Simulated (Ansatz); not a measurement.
Geometry optimisation, DFT LDA, scalar-relativistic, plane waves, PAW (Ansatz).

Input:

```yaml
crystal:
  lattice:
    - [5.360108, 0.0, 0.0]
    - [0.0, 5.360108, 0.0]
    - [0.0, 0.0, 5.360108]
  atoms:
    - { symbol: O, position: [0.1448134, 0.2097283, 0.3027953] }
    - { symbol: H, position: [0.1325484, 0.2438056, 0.1257632] }
    - { symbol: H, position: [0.1001686, 0.0352016, 0.3169134] }
    - { symbol: O, position: [0.8714576, 0.1284563, 0.7222179] }
    - { symbol: H, position: [0.9946758, 0.0017522, 0.6845966] }
    - { symbol: H, position: [0.9436114, 0.2805021, 0.6564308] }
    - { symbol: O, position: [0.6726564, 0.6453324, 0.6637713] }
    - { symbol: H, position: [0.5796764, 0.7557655, 0.5550914] }
    - { symbol: H, position: [0.6502538, 0.4820436, 0.5896976] }
    - { symbol: O, position: [0.4073555, 0.8558504, 1.0652902] }
    - { symbol: H, position: [0.3813099, 0.9783367, 0.9350182] }
    - { symbol: H, position: [0.4121976, 0.6983413, 0.9768624] }
    - { symbol: F, position: [0.1500853, 0.5599889, 0.5994673] }
    - { symbol: H, position: [0.1247703, 0.6314429, 0.4425931] }
basis:
  ecutwfc: 420.0
kpoints:
  mp_grid: { grid: [1, 1, 1] }
hamiltonian:
  xc: lda
scf:
  occupations: { method: fermi_dirac, width: 0.05 }
  lower_state_search: "off"
relax:
  f_tol: 0.3
  max_steps: 15
  adjacent_minimum: "off"
```

Run as:

```bash
$ ansatz run input.yaml --threads 1 --pin off --max-ram 3072MiB --backend cpu --events-out ev --progress --plain --runs-dir out
```

Problem. Where does it end, and by what steps?

Solution. The run converged. The threshold is loose, so the end isn't yet a minimum. Limits of this set-up: coarse k mesh. After 13 steps the energy has fallen by 3.223 eV; H14 moved furthest, 1.78 Å. Parted: F13–H14.

| step | energy less start (eV) | largest force component (eV/Å) | accepted |
| --- | --- | --- | --- |
| 0 | 0.0000 | 0.749 | yes |
| 1 | -0.4638 | 1.863 | yes |
| 2 | -0.8885 | 2.058 | yes |
| 3 | -1.3031 | 2.222 | yes |
| 4 | -1.7238 | 1.188 | yes |
| 5 | -2.0185 | 0.988 | yes |
| 6 | -2.2379 | 0.920 | yes |
| 7 | -2.4727 | 0.841 | yes |
| 8 | -2.6668 | 0.468 | yes |
| 9 | -2.7991 | 0.558 | yes |
| 10 | -2.9382 | 0.472 | yes |
| 11 | -3.0230 | 0.913 | yes |
| 12 | -3.1376 | 0.379 | yes |
| 13 | -3.2234 | 0.251 | yes |

```xyz
14
Lattice="5.3601 0.0000 0.0000 0.0000 5.3601 0.0000 0.0000 0.0000 5.3601" Properties=species:S:1:pos:R:3
O 0.528 0.957 0.984
H 0.007 1.179 0.130
H 1.378 0.359 0.760
O 4.528 1.341 4.202
H 4.220 0.493 3.819
H 5.274 1.727 3.587
O 3.080 3.679 3.812
H 2.303 3.414 3.253
H 3.544 2.815 3.995
O 2.565 4.950 5.977
H 3.372 5.502 6.049
H 2.703 4.408 5.119
F 0.947 2.347 2.807
H 0.744 1.703 1.798
```

Time of the run: 8.7 s on 1 thread of Arm Neoverse V1, on a shared host, peak memory 0.27 GiB.
